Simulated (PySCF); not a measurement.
Field gradients from PBE0/pcSseg-1 densities (PySCF, non-relativistic) at GFN2-xTB geometries, isolated species, one conformer each; χzz is the principal value of largest magnitude, with Q(14N) = 0.02044 b, Q(35Cl) = −0.0817 b. GFN2-xTB bond lengths can be off by several hundredths of an ångström, more for odd bonds, and the gradients follow them. A larger basis could move these couplings by a tenth or more.

Problem. Rank these 14N sites by the size of the quadrupole coupling, smallest first.
A. The nitrogen bonded to C and 2 H of `NC#P`
B. N10 (pyridine-type nitrogen) in `[F:1][C:2]([F:3])([F:4])[c:5]1[cH:6][n:7][cH:8][n:9][n:10]1`
C. N6 (pyridine-type nitrogen) in `[Cl:1][SiH2:2][n:3]1[cH:4][cH:5][n:6][cH:7]1`
D. N8 (pyridine-type nitrogen) in `[F:1][C:2]([F:3])([F:4])[c:5]1[cH:6][cH:7][n:8][n:9][n:10]1`
E. The silicon-bound nitrogen of `CCN(C)[SiH](P)P`

Solution. C (4.671 MHz), A (4.979 MHz), E (5.303 MHz), D (6.300 MHz), B (6.673 MHz).

Problem. These 35Cl couplings (χzz in MHz, η) are listed in rising order: (-75.21, 0.09); (-63.82, 0.35); (-40.72, 0.08). Assign them to: the silicon-bound chlorine of `Cl[SiH2]n1ccnc1`; the chlorine bonded to C of `CO[C@@H](C)[C@H](F)C(=O)Cl`; the aryl chlorine of `Clc1ccccp1`.

Solution. -75.21 MHz, η 0.09: the aryl chlorine of `Clc1ccccp1`; -63.82 MHz, η 0.35: the chlorine bonded to C of `CO[C@@H](C)[C@H](F)C(=O)Cl`; -40.72 MHz, η 0.08: the silicon-bound chlorine of `Cl[SiH2]n1ccnc1`.

All sites together:

```
nucleus                                                                                         site  Vzz (au)     η  χzz (MHz)
    14N  N10 (pyridine-type nitrogen) in [F:1][C:2]([F:3])([F:4])[c:5]1[cH:6][n:7][cH:8][n:9][n:10]1    -1.389  0.31     -6.673
    14N   N8 (pyridine-type nitrogen) in [F:1][C:2]([F:3])([F:4])[c:5]1[cH:6][cH:7][n:8][n:9][n:10]1    -1.312  0.25     -6.300
    14N                  N6 (pyridine-type nitrogen) in [Cl:1][SiH2:2][n:3]1[cH:4][cH:5][n:6][cH:7]1    -0.973  0.17     -4.671
    14N                                                the silicon-bound nitrogen of CCN(C)[SiH](P)P    -1.104  0.35     -5.303
    14N                                                     the nitrogen bonded to C and 2 H of NC#P    -1.037  0.10     -4.979
   35Cl                                                the silicon-bound chlorine of Cl[SiH2]n1ccnc1     2.121  0.08     -40.72
   35Cl                                       the chlorine bonded to C of CO[C@@H](C)[C@H](F)C(=O)Cl     3.324  0.35     -63.82
   35Cl                                                              the aryl chlorine of Clc1ccccp1     3.918  0.09     -75.21
```
